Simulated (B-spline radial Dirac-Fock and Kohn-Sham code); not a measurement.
## Dipole and non-dipole photoemission parameters of Bi 5p3/2

System: neutral bismuth in the configuration [Xe] 4f14 5d10 6s2 6p3; threshold 92.60 eV (tabulated edge). Calculated with a radial B-spline solver, using Dirac-Hartree-Slater photoionisation with a Latter tail; cross sections with all multipoles, angular parameters from the dipole term and its interference with E2.

Input of the calculation (task.json; shells as n, l, electrons):

```json
{"items": [{
  "Z": 83,
  "q": 0,
  "cfg": [[1, 0, 2], [2, 0, 2], [2, 1, 6], [3, 0, 2], [3, 1, 6], [3, 2, 10], [4, 0, 2], [4, 1, 6], [4, 2, 10], [4, 3, 14], [5, 0, 2], [5, 1, 6], [5, 2, 10], [6, 0, 2], [6, 1, 3]],
  "A": 209,
  "rrms": 5.5211,
  "do": "xps",
  "hv": [54.1, 60, 80, 84.9, 102.0, 107.0, 150, 380.0, 417.0, 427.0, 451.0, 600.0, 717.0, 800, 892.0, 1000, 1050.0, 1720.0, 1910.0, 2190.0, 2260.0, 2984.4, 4460.0, 5040.0, 5414.7, 5820.0, 6400.0, 9440.0, 13200.0, 15000],
  "edges": {"K": 90526.0, "L1": 16388.0, "L2": 15711.0, "L3": 13419.0, "M1": 3999.0, "M2": 3696.0, "M3": 3177.0, "M4": 2688.0, "M5": 2580.0, "N1": 939.0, "N2": 805.2, "N3": 678.8, "N4": 464.0, "N5": 440.1, "N6": 162.3, "N7": 157.0, "O1": 159.3, "O2": 119.0, "O3": 92.6}
}]}
```

Run with: `python xray2_run.py task.json out`

For linearly polarised light dσ/dΩ = σ/(4π) [1 + β P₂(cos θ) + (δ + γ cos²θ) sin θ cos φ], with θ from the polarisation vector and φ the angle between the beam and the projection of the electron momentum on the plane normal to the polarisation.

```csv
hν (eV),σ (kb),β,γ,δ
102,878,1.418,-0.223,0.035
107,773,1.341,-0.395,0.058
150,325,0.083,0.421,-0.054
380,112,0.397,0.015,0.048
417,102,0.517,0.062,0.046
427,99.4,0.547,0.074,0.046
451,93.8,0.613,0.103,0.044
600,68.0,0.917,0.233,0.032
717,54.6,1.073,0.287,0.023
800,47.3,1.157,0.306,0.018
892,?,?,?,?
1000,34.7,1.304,0.311,0.009
1050,32.4,1.332,0.306,0.007
1720,15.3,1.556,0.169,-0.002
1910,12.9,1.591,0.128,-0.003
2190,10.2,1.631,0.075,-0.003
2260,9.68,1.639,0.063,-0.002
2984.4,5.92,1.701,-0.022,0.000
4460,2.76,1.753,-0.033,0.007
5040,2.16,1.761,0.001,0.009
5414.7,1.86,1.765,0.030,0.011
5820,1.60,1.767,0.066,0.012
6400,1.31,1.768,0.125,0.014
9440,0.554,1.753,0.495,0.021
13200,0.250,1.715,0.971,0.031
15000,0.182,1.694,1.183,0.036
```

Question: Give the values at 892 eV.

Answer: σ = 40.8 kb, β = 1.232, γ = 0.314, δ = 0.013.
